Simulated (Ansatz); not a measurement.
Cost and result for the atomization energy of C$_{3}$H$_{7}$GaO (12 atoms, 10 bonds).

Cartesian coordinates in Å:
```
C 0.1951 0.5373 -1.4374
C -0.3750 0.8885 -0.2909
C -1.3100 0.0367 0.4941
Ga 1.5373 -2.1709 1.9191
O 2.2205 -0.9942 0.7363
H 0.0029 -0.4298 -1.8924
H 0.8655 1.2053 -1.9654
H -0.1532 1.8696 0.1247
H -2.2866 0.5199 0.5964
H -0.9383 -0.1205 1.5128
H -1.4581 -0.9375 0.0239
H 1.7001 -0.4043 0.1789
```

Charge 0, multiplicity 1. Correlated methods include outer-core shells of Ga, which these sets cover unevenly. Scalar relativity is left out up to krypton. The bonds changed during the relaxation, so this is another structure than the one it started from. All single points use the PBE0-D4/def2-TZVP geometry. It is one conformer, not always the lowest. Program: Ansatz. All runs use 4 threads of an Arm Neoverse V1 on a shared host. Times are those of one run each, without the atoms' runs, and a repeat can differ threefold. Electronic energies, without spin–orbit coupling; frozen cores. CCSD(T)/CBS adds CCSD(T) − MP2 in def2-TZVPP to the MP2 limit, and its time is that of the two runs behind it. T1 = 0.014. With those shells the extrapolation isn't a true limit. B3LYP takes the VWN-RPA correlation (the form of Gaussian; ORCA's B3LYP/G).

CCSD(T)/CBS is a level of theory with its own doubt, some kJ/mol a heavy atom from the limit and from the frozen cores, so smaller differences don't rank the functionals.

```tsv
level	functions	wall time
PBE-D4/def2-TZVPP (with forces)	270	3.3 s
PBE0-D4/def2-TZVPP	270	4.2 s
r2SCAN-D4/def2-TZVPP (with forces)	270	6.5 s
B3LYP-D4/def2-TZVPP (with forces)	270	6.5 s
B2PLYP/def2-TZVPP	270	8.5 s
ωB97X-V/def2-TZVPP	270	11 s
ωB97M-V/def2-TZVPP (with forces)	270	16 s
MP2/def2-QZVPP	527	39 s
CCSD(T)/def2-TZVPP	270	6.1 min
CCSD(T)/CBS(def2)	–	6.8 min
```

Problem. What atomization energy does each give, and how far from CCSD(T)/CBS? (Estimate.)

Solution. The calculation gave: 
```
                             level  atomization (kcal/mol)  difference from CCSD(T)/CBS  per bond
   PBE-D4/def2-TZVPP (with forces)                  1105.1                         19.5       2.0
                PBE0-D4/def2-TZVPP                  1083.9                         -1.7      -0.2
r2SCAN-D4/def2-TZVPP (with forces)                  1084.6                         -1.0      -0.1
 B3LYP-D4/def2-TZVPP (with forces)                  1084.5                         -1.1      -0.1
                 B2PLYP/def2-TZVPP                  1073.9                        -11.7      -1.2
                ωB97X-V/def2-TZVPP                  1081.3                         -4.3      -0.4
  ωB97M-V/def2-TZVPP (with forces)                  1084.3                         -1.3      -0.1
                    MP2/def2-QZVPP                  1090.1                          4.5       0.5
                CCSD(T)/def2-TZVPP                  1059.6                        -26.0      -2.6
                 CCSD(T)/CBS(def2)                  1085.6                          0.0       0.0
```

From PBE to PBE0 (25 % exact exchange), in def2-TZVPP and without D4, the atomization energy moves by −20.5 kcal/mol: exact exchange takes away binding that semilocal exchange gives to molecules. The D4 term adds +8.7 kcal/mol with B3LYP and +4.7 kcal/mol with PBE0; it sums over pairs of atoms, weighted by their polarisabilities, and B3LYP, whose exchange is more repulsive, gets the larger term. In def2-TZVPP, CCSD(T) changes the Hartree–Fock value by +264.3 kcal/mol (the triples alone add +15.8 kcal/mol) and MP2 by +279.5 kcal/mol; breaking electron pairs costs correlation energy, which Hartree–Fock lacks.
